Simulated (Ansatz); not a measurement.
Molecule: CrF, net charge 0, sextet state. The spin state was set by rule; other spins were not relaxed. SMILES: [Cr][F]
Geometry: optimised at B3LYP-D3(BJ)/def2-TZVP (Ansatz, an electronic-structure program).

Parts of the frozen-core correlation energy in def2-SVP (Ansatz, hartree). Frozen orbitals: 10; correlated occupied orbitals by spin: 9 and 4; virtual: 26 and 31. Open shells are spin-unrestricted. Spin-orbit coupling is left out. No relativistic terms.

```json
[
 {"term": "reference (HF)", "value": "-1142.59103"},
 {"term": "MP2 opposite-spin", "value": "___"},
 {"term": "MP2 same-spin", "value": "___"},
 {"term": "CCSD correlation", "value": "-0.25615"},
 {"term": "(T)", "value": "___"},
 {"term": "CCSDT minus CCSD(T)", "value": "-0.00071"},
 {"term": "T1 diagnostic", "value": "0.066"},
 {"term": "largest doubles amplitude", "value": "0.036"},
 {"term": "<S^2> of the reference", "value": "8.756"}
]
```

Q: Complete the blanks.

A: 
- MP2 opposite-spin, value: -0.15200
- MP2 same-spin, value: -0.09045
- (T), value: -0.00514
